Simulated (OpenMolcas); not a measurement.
**B2+: terms and fine structure**

| Property | Result |
| --- | --- |
| Program | OpenMolcas |
| Method | CASSCF |
| Basis | ANO-RCC-VQZP [5s4p3d2f1g] |
| Scalar Hamiltonian | DKH2, point nucleus |
| Active space | 1 electron in 4 orbitals (2s 2p) |
| State averaging | 2S+1 = 2 even, 1 root; 2S+1 = 2 odd, 3 roots |
| Spin-orbit coupling | RASSI with atomic mean-field integrals over the reference wave functions, term energies averaged over their components |

With spin-orbit coupling, above the lowest level:

```csv
Configuration,Term,J,E (eV),Measured (eV),g,Term weight %
2s,²S,1/2,0.0000,0.0000,2.002,100
2p,²P°,1/2,6.0612,5.9957,0.666,100
2p,²P°,3/2,6.0650,5.9999,1.334,100
```

Against the 2 measured excited levels shown (Moore, Atomic Energy Levels, vol. I, NSRDS-NBS 35 (1971 reprint of NBS Circular 467, 1949)) the mean absolute deviation is 530 cm-1; the largest miss in energy is 2p ²P°_1/2: computed 6.0612, measured 5.9957 eV (+1.1 %).

With one active electron the reference holds no correlation, so core polarisation is missing. Measured partners are found by configuration, term and J. A level has none where our copy of the source lacks it or the pairing is in doubt (some pairs that miss far off the trend of their configuration count as doubtful), and it then counts in no deviation. Levels of configurations outside the active space are missing.

The term weight is that of the spin-free term in the level, not the purity of its configuration. ° marks odd parity.
